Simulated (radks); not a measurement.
Values are calculated unless marked as measured or tabulated.
Ionisation of the silver ion Ag15+, [Ar] 3d10 4s2 4p2, to [Ar] 3d10 4s2 4p1 as the strength of local exchange is varied. Code: a radial shooting solver on a logarithmic mesh with Libxc functionals. Model: scalar-relativistic Kohn-Sham, Slater X-alpha exchange (alpha = 2/3 is LDA exchange), no correlation, spin-polarised, spherical densities, point nucleus; open shells are filled with parallel spins first (spin-orbit coupling, left out, can overturn this in heavy ions).

| alpha | E(Ag15+) (hartree) | exchange (hartree) | IE (eV) | -e of the level emptied (eV) | <r> of it (bohr) |
|---|---|---|---|---|---|
| 0.667 | -5225.01961 | -128.13577 | 377.54 | 364.71 (4p) | 0.8443 |
| 0.671 | -5225.78975 | -128.91950 | 377.73 | 364.90 (4p) | 0.8441 |
| 0.704 | -5232.14689 | -135.39220 | 379.27 | 366.47 (4p) | 0.8424 |
| 0.733 | -5237.73861 | -141.09058 | 380.63 | 367.86 (4p) | 0.8409 |
| 0.818 | -5254.15586 | -157.84798 | 384.63 | 371.94 (4p) | 0.8364 |
| 0.951 | -5279.92698 | -184.23367 | 390.93 | 378.36 (4p) | 0.8296 |
| 1.042 | -5297.61819 | -202.40328 | 395.27 | 382.80 (4p) | 0.8250 |

NIST Atomic Spectra Database: 381 +/- 3 eV (theoretical). The Delta-SCF value meets it near alpha = 0.74. Open shells are spherical and high-spin; term and fine-structure splittings are not resolved.
